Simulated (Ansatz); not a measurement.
One change: `CO[SiH](F)S[SiH2]F` becomes `CO[SiH2]F`.

Ansatz, PBE0-D4/def2-TZVP geometries, multiplicity 1. Each molecule was computed in one conformer, which needn't be the lowest.

```tsv
property	`CO[SiH](F)S[SiH2]F`
HOMO–LUMO gap (PBE0/def2-TZVPP) / eV	7.99
size of the dipole moment (PBE/def2-TZVPP) / D	1.62
size of the dipole moment (ωB97M-V/def2-TZVPP) / D	1.76
HOMO–LUMO gap (PBE/def2-TZVPP) / eV	5.87
size of the dipole moment (B3LYP/def2-TZVPP) / D	1.76
HOMO energy (PBE0/def2-TZVPP) / eV	-8.26
```

Question: Give the same properties after the change, and the shifts. (Estimate.)

Answer: The calculation gave: 
```tsv
property	`CO[SiH2]F`	shift
HOMO–LUMO gap (PBE0/def2-TZVPP) / eV	9.59	1.60
size of the dipole moment (PBE/def2-TZVPP) / D	1.53	-0.09
size of the dipole moment (ωB97M-V/def2-TZVPP) / D	1.60	-0.16
HOMO–LUMO gap (PBE/def2-TZVPP) / eV	7.14	1.27
size of the dipole moment (B3LYP/def2-TZVPP) / D	1.60	-0.16
HOMO energy (PBE0/def2-TZVPP) / eV	-8.79	-0.53
```

With PBE0 the HOMO falls by 0.53 eV and the LUMO rises by 1.09 eV, so the gap widens by about 1.62 eV. PBE moves the HOMO by -0.21 eV and ωB97M-V by -0.74 eV. Dipoles are sizes alone; their direction can turn.

B3LYP here is the variant with VWN-RPA as its local correlation; programs differ in this.
